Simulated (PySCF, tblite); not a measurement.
Isomers of C5H9ClO2Si. All values are computed: GFN2-xTB (tblite) harmonic vibrations without scaling, gas phase. Against measured fundamentals such values can be off by several per cent, at times by over 20. Modes of hydrogen on silicon can be 10 to 20 % off. One conformer each.

Electronic energies: PBE0/pcSseg-1 single points on the GFN2-xTB geometries (PySCF, gas phase).

```
                    SMILES  electronic energy, lowest = 0 (kcal/mol)
     CC(=O)CC(=O)[SiH2]CCl                                      34.7
C=C[C@@H]1COC[Si@@H](Cl)O1                                       0.0
      COCOC1=C([SiH2]Cl)C1                                      62.4
```

How do GFN2-xTB zero-point energies change the relative energies?

| SMILES | ZPE (kcal/mol) | of it from modes above 1550 cm⁻¹ | electronic (kcal/mol) | with ZPE, lowest = 0 (kcal/mol) | lowest mode (cm⁻¹) | rings |
| --- | --- | --- | --- | --- | --- | --- |
| C=C[C@@H]1COC[Si@@H](Cl)O1 | 83.5 | 39.9 | 0.0 | 0.0 | 48 | 1 |
| CC(=O)CC(=O)[SiH2]CCl | 79.5 | 41.7 | 34.7 | 30.8 | 39 | 0 |
| COCOC1=C([SiH2]Cl)C1 | 80.3 | 38.9 | 62.4 | 59.3 | 27 | 1 |

The zero-point energies span 4.0 kcal/mol, from `CC(=O)CC(=O)[SiH2]CCl` to `C=C[C@@H]1COC[Si@@H](Cl)O1`. The order is unchanged.

And how do the electronic energies of GFN2-xTB itself compare?

`C=C[C@@H]1COC[Si@@H](Cl)O1` 0.0; `CC(=O)CC(=O)[SiH2]CCl` 58.2; `COCOC1=C([SiH2]Cl)C1` 59.9 kcal/mol, lowest = 0. Against the energies above, taken from the same isomer `C=C[C@@H]1COC[Si@@H](Cl)O1`, the largest difference is 23.5 kcal/mol.

What do entropy and thermal enthalpy add at 298.15 K and 1 bar (rigid rotor, harmonic oscillator, one conformer each)?

```tsv
SMILES	point group	symmetry number	S (cal/(mol K))	H − H(0) (kcal/mol)	ZPE + H − H(0) − TS (kcal/mol)
C=C[C@@H]1COC[Si@@H](Cl)O1	C1	1	99.2	6.87	60.7
CC(=O)CC(=O)[SiH2]CCl	C1	1	110.3	8.03	54.7
COCOC1=C([SiH2]Cl)C1	C1	1	109.6	7.90	55.5
```
